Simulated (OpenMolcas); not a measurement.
What dynamic correlation does to the levels of Be

```
Program             : OpenMolcas 26.06
Basis               : ANO-RCC-VTZP [4s3p2d1f]
Scalar Hamiltonian  : DKH2, point nucleus
Active space        : 2 electrons in 8 orbitals (2s 2p 3s 3p)
State averaging     : 2S+1 = 3 even, 3 roots; 2S+1 = 1 even, 6 roots; 2S+1 = 3 odd, 3 roots; 2S+1 = 1 odd, 3 roots
Spin-orbit coupling : state interaction with AMFI integrals over the reference wave functions, term energies averaged over their components
```

Methods on the same reference wave functions:
A. CASSCF
B. SS-CASPT2, IPEA 0.25 Eh, imaginary shift 0.1 Eh (closed shells correlated: 1s)
C. XMS-CASPT2, IPEA 0.25 Eh, imaginary shift 0.1 Eh (closed shells correlated: 1s)

Energies in eV above 2s² ¹S₀, the measured ground level; measured values from NIST Handbook of Basic Atomic Spectroscopic Data.

```tsv
Level	A	B	C	Measured
2s² ¹S₀	0.0000	0.0000	0.0000	0.0000
2s 2p ³P°₀	2.8658	2.766	2.757	2.7250
2s 2p ³P°₁	2.8660	2.766	2.757	2.7250
2s 2p ³P°₂	2.8662	2.766	2.757	2.7253
2s 2p ¹P°₁	6.1753	5.627	5.574	5.2774
2p² ³P₀	7.6125	7.489	7.481	7.4011
2p² ³P₁	7.6126	7.489	7.481	7.4012
2p² ³P₂	7.6129	7.490	7.481	7.4015
```

Deviations, from unrounded energies. A percentage is the sum of absolute deviations over the sum of measured energies, with the sign that they share, or ± where signs differ.

```
           Against measurement  Levels     A     B     C
mean absolute deviation (cm-1)       7  2300   850   730
      other configurations (%)       7  +5.5  +2.1  +1.8
```

C lies closest to measurement on these levels and A furthest from it. The largest miss of C in the table is 2s 2p ¹P°₁, by +2400 cm-1. The ranking rests on the paired levels alone, and a cruder setting can come out closer through cancelling errors.

Between B and C the level of the table that moves most is 2s 2p ¹P°₁, by 430 cm-1 (lowest in C, highest in B).

The lowest spin-free term lies below A's lowest term by 0.036 hartree in B, 0.036 hartree in C.

Over all roots computed the reference weight is 0.94 to 1.00 in C; the roots of lowest weight are the least certain, and an intruder state may touch them. Active for correlation alone: 3p 3s; no level in the range computed is led by a configuration that fills them, so any true level of that kind is missing. Without dynamic correlation excited terms often stand tens of per cent too high (terms of higher spin than the ground term too low), and those without a measured partner can miss by more than the paired ones (holds for A). Computed and measured levels are paired by configuration, term and J; levels that our copy of the source lacks, or whose pairing is in doubt (as where it misses far off the trend of its configuration), stay unpaired and out of the deviations. Only configurations of the active space appear. Levels that lie high or do not pair safely by name in every column are left out.

° marks odd parity.
